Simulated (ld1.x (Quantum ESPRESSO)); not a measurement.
## Tc (Z = 43): ultrasoft pseudisation with PBEsol, scalar-relativistic reference atom.

- Element: Tc (Z = 43)
- Generator: ld1.x (Quantum ESPRESSO) 7.5
- Type: ultrasoft
- Functional: PBEsol
- Relativity: scalar-relativistic
- Frozen core: [Kr]
- Valence charge: 7
- Reference configuration: 4d5 5s1 5p0 (charge +1)
- Partial waves: 5s (bound): rcut 2.30, rcutus 2.90 bohr; 5s channel at 1.1 Ry: rcut 2.30, rcutus 2.90 bohr; 5p (bound, empty): rcut 3.10, rcutus 3.75 bohr; 5p channel at -0.05 Ry: rcut 3.10, rcutus 3.75 bohr; 4d (bound): rcut 1.55, rcutus 1.75 bohr; 4d channel at 1.05 Ry: rcut 1.55, rcutus 1.75 bohr
- Local potential: all-electron potential smoothed inside 1.65 bohr (lloc = -1)
- Core correction: Bessel-smoothed model core, default radius (core density twice the valence density)
- Augmentation charge: PSQ, inside the norm-conserving radii

**Question.** Estimate the cutoffs (Ry, on a coarse ladder) from which the occupation-weighted sum of valence levels, in a spherical-Bessel basis at the reference potential, stays within 10 and 1 mRy of its value at 400 Ry.

**Answer.** 35 Ry and 50 Ry.

**Question.** What does a ghost test show?

**Answer.** Ghost states, extra bound levels that the all-electron valence spectrum of the same l lacks: s at -138.4 eV, p at -29.0 eV. A true bound ghost makes a file unfit for plane-wave use.

**Question.** Is the overlap operator S = 1 + Σ q|β⟩⟨β| positive definite (Bessel basis up to 400 Ry)?

**Answer.** Yes: its lowest eigenvalue is 0.26 (s channel).

**Question.** Which valence shell sets the plane-wave cutoff?

**Answer.** 4d: its level needs 35 Ry to come within 1 mRy, against 6 Ry for 5s.

**Question.** Tests: 4d5 5s2 5p0; 4d5 5s0 5p0; 4d4 5s0 5p0; 4d6 5s0 5p0; 4d4 5s2 5p0; 4d3 5s0 5p0; 4d5 5s1 5p1. Which has the largest error in its energy relative to the reference configuration, and how large is it?

**Answer.** 4d3 5s0 5p0, with -932 meV (all-electron minus pseudo) on +85.54 eV.
